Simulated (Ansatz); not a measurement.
Program: Ansatz. Geometries: PBE0-D4/def2-TZVP. ΔE: electronic, gas phase. CBS: MP2 limit from def2 TZ/QZ plus the TZ coupled-cluster correction, frozen cores. Functionals use def2-TZVPP. Elements past krypton have def2 core potentials. For Te outer-core shells are correlated without core-valence functions, which leaves a few kJ/mol of doubt a bond. One conformer a species, not always the lowest.

Reaction (redistribution): `N[SiH](F)[SiH2]O` + `FC(S)[TeH]` → `O[SiH2]C(F)[TeH]` + `N[SiH](F)S`

| level | ΔE (kcal/mol) | difference from CCSD(T)/CBS |
| --- | --- | --- |
| PBE-D4 | -28.4 | 4.0 |
| ωB97M-V | -32.7 | -0.3 |
| B2PLYP | -31.4 | 1.0 |
| PBE | -28.0 | 4.4 |
| PBE0 | -29.9 | 2.5 |
| MP2/def2-TZVPP | -33.7 | -1.3 |
| CCSD/def2-TZVPP | -32.1 | 0.3 |
| CCSD(T)/def2-TZVPP | -31.9 | 0.5 |
| MP2/CBS(def2) | -34.1 | -1.7 |
| CCSD/CBS(def2) | -32.6 | -0.2 |
| CCSD(T)/CBS | -32.4 | 0 |

Largest T1 diagnostic among the species: 0.012.

From PBE to PBE0 (25 % exact exchange), in def2-TZVPP and without D4, ΔE moves by −1.9 kcal/mol.
